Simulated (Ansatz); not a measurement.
Species: CH₃Cl₃Si, net charge 0, singlet state. SMILES: [Si](C)(Cl)(Cl)Cl
Geometry from a B3LYP-D3(BJ)/def2-TZVP (Ansatz, a program for electronic structure) optimisation:
```xyz
8

C     -2.0627    -0.3957     0.0885
Si    -0.2519    -0.0483     0.0108
Cl     0.6454    -1.2184    -1.4133
Cl     0.0845     1.9175    -0.4631
Cl     0.6341    -0.4375     1.8180
H     -2.2311    -1.4433     0.3411
H     -2.5306     0.2313     0.8485
H     -2.5246    -0.1857    -0.8770
```
Charge 0, spin multiplicity 1.

Wanted: vertical triplet-singlet gap (E(triplet) - E(singlet); each state is the SCF solution reached for its spin; the molecule has degenerate orbitals, so one determinant may break the symmetry; for the triplet the Hartree-Fock reference is unstable and T1 is 0.031), in kcal/mol. Cores are frozen in the correlated levels unless marked. Open shells are spin-unrestricted. Spin-orbit coupling is left out. Non-relativistic. CBS marks a two-point X^-3 extrapolation of the correlation energy; Hartree-Fock from the larger set. The program attaches cautions to a run behind CCSD/aug-cc-pV(D+d)Z: other roots.

```json
[
 {"level": "HF/aug-cc-pV(T+d)Z", "program": "Ansatz", "vertical triplet-singlet gap (kcal/mol)": "184.1"},
 {"level": "HF/aug-cc-pV(Q+d)Z", "program": "Ansatz", "vertical triplet-singlet gap (kcal/mol)": "184.0"},
 {"level": "r2SCAN/def2-TZVPD", "program": "Ansatz", "vertical triplet-singlet gap (kcal/mol)": "162.5"},
 {"level": "B3LYP/def2-TZVPD", "program": "Ansatz", "vertical triplet-singlet gap (kcal/mol)": "164.1"},
 {"level": "PBE0/def2-TZVPD", "program": "Ansatz", "vertical triplet-singlet gap (kcal/mol)": "167.9"},
 {"level": "BHLYP/def2-TZVPD", "program": "Ansatz", "vertical triplet-singlet gap (kcal/mol)": "180.8"},
 {"level": "CAM-B3LYP/def2-TZVPD", "program": "Ansatz", "vertical triplet-singlet gap (kcal/mol)": "177.0"},
 {"level": "wB97M-V/def2-TZVPD", "program": "Ansatz", "vertical triplet-singlet gap (kcal/mol)": "183.0"},
 {"level": "wB97X-V/def2-TZVPD", "program": "Ansatz", "vertical triplet-singlet gap (kcal/mol)": "186.2"},
 {"level": "B2PLYP/def2-TZVPD", "program": "Ansatz", "vertical triplet-singlet gap (kcal/mol)": "177.8"},
 {"level": "RI-MP2/aug-cc-pV(T+d)Z", "program": "Ansatz", "vertical triplet-singlet gap (kcal/mol)": "191.9"},
 {"level": "RI-MP2/aug-cc-pV(Q+d)Z", "program": "Ansatz", "vertical triplet-singlet gap (kcal/mol)": "192.8"},
 {"level": "RI-MP2/CBS(aug-cc-pV(T+d)Z,aug-cc-pV(Q+d)Z)", "program": "Ansatz", "vertical triplet-singlet gap (kcal/mol)": "193.6"},
 {"level": "CCSD/aug-cc-pV(D+d)Z", "program": "Ansatz", "vertical triplet-singlet gap (kcal/mol)": "187.0"}
]
```
